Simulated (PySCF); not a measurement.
From one molecule to another.

First species: C10H11P.
SMILES: `CC1=C(c2ccccc2)P1C`

Second species: sulfuryl chloride fluoride, ClFO₂S.
Z-matrix (Å and degrees, GFN2-xTB geometry), rows numbered from 1:
```
O 
S   1  1.4096
O   2  1.4095  1  122.91
F   2  1.6255  1  106.92  3  -123.96
Cl  2  2.0186  1  109.84  3   131.68
```

Levels: PBE0/pcSseg-1 for dipole moment, HOMO energy, LUMO energy and HOMO–LUMO gap; GFN2-xTB for rotational constant A and rotational constant C. Geometries: GFN2-xTB. Each structure is a single optimised conformer of the isolated species, non-relativistic unless stated. Electronic properties by PySCF.

Dipoles, sizes and rotational constants follow the conformer. The torsions of the flexible species, by atom-mapped SMILES:
- `[CH3:1][C:2]1=[C:3]([c:4]2[cH:5][cH:6][cH:7][cH:8][cH:9]2)[P:10]1[CH3:11]`: C2–C3–C4–C5 6°

Values for the first species:

| Item | Value |
| --- | --- |
| Dipole moment | 1.90 D |
| HOMO energy | -6.07 eV |
| LUMO energy | -1.20 eV |
| HOMO–LUMO gap | 4.87 eV |
| Rotational constant A | 1.848 GHz |
| Rotational constant C | 0.482 GHz |

**Question.** Estimate the same properties for the second species, and the change in each.

**Answer.** 
| property | first | second | second less first |
| --- | --- | --- | --- |
| dipole moment | 1.90 D | 1.43 D | -0.47 D |
| HOMO energy | -6.07 eV | -10.23 eV | -4.16 eV |
| LUMO energy | -1.20 eV | -2.62 eV | -1.42 eV |
| HOMO–LUMO gap | 4.87 eV | 7.61 eV | +2.74 eV |
| rotational constant A | 1.848 GHz | 4.899 GHz | +3.051 GHz |
| rotational constant C | 0.482 GHz | 2.766 GHz | +2.284 GHz |

On the first: A dipole of 1.90 D is allowed in C1, and pure rotational transitions are dipole-allowed. In atomic units the dipole is 0.75 e·bohr (1 au = 2.5417 D).

On the second: In atomic units the dipole is 0.56 e·bohr (1 au = 2.5417 D).
